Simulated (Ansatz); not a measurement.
`O[SiH](F)[TeH]` + `BO` → `BO[SiH](O)F` + H₂Te  (ligand exchange at the Si–Te bond)

Isolated molecules relaxed with PBE0-D4/def2-TZVP in Ansatz; ΔE leaves out vibrations. CBS: MP2 limit from def2 TZ/QZ plus the TZ coupled-cluster correction, frozen cores. This one scheme is used for every species. DFT in def2-TZVPP. B3LYP here is the variant with VWN-RPA as its local correlation; programs differ in this. HSE06 is defined as in plane-wave codes. def2 core potentials past Kr. For Te outer-core shells are correlated without core-valence functions, which leaves a few kJ/mol of doubt a bond. One conformer a species, not always the lowest.

(1) Is it downhill or uphill in electronic energy at CCSD(T)/CBS, and by how much? (Best estimate.)

(2) What do these levels give: PBE-D4, revPBE-D4, BLYP-D4, HSE06-D4, CAM-B3LYP-D4, B2PLYP, PBE, B3LYP, HSE06, BHLYP, MP2/CBS(def2), CCSD/CBS(def2)? (An estimate is asked.)

Largest T1 diagnostic among the species: 0.014.

Results:

(1) Ansatz gave: Downhill: ΔE = -12.1 kcal/mol.

(2) The calculation gave: PBE-D4 -7.4, revPBE-D4 -7.6, BLYP-D4 -11.1, HSE06-D4 -9.2, CAM-B3LYP-D4 -14.4, B2PLYP -13.2, PBE -7.7, B3LYP -13.1, HSE06 -9.6, BHLYP -15.6, MP2/CBS(def2) -10.5, CCSD/CBS(def2) -13.2 kcal/mol.

Leaving LDA and LC-ωPBE aside and taking each functional with its dispersion term where it has one, the values, not all of them listed here, spread over 7.1 kcal/mol, from BHLYP-D4 to PBE-D4. LDA lies −1.6 kcal/mol from PBE without D4. In def2-TZVPP, CCSD(T) changes the Hartree–Fock value by +5.1 kcal/mol (the triples alone add +1.1 kcal/mol) and MP2 by +6.8 kcal/mol. From BLYP to BHLYP (50 % exact exchange), in def2-TZVPP and without D4, ΔE moves by −4.0 kcal/mol.
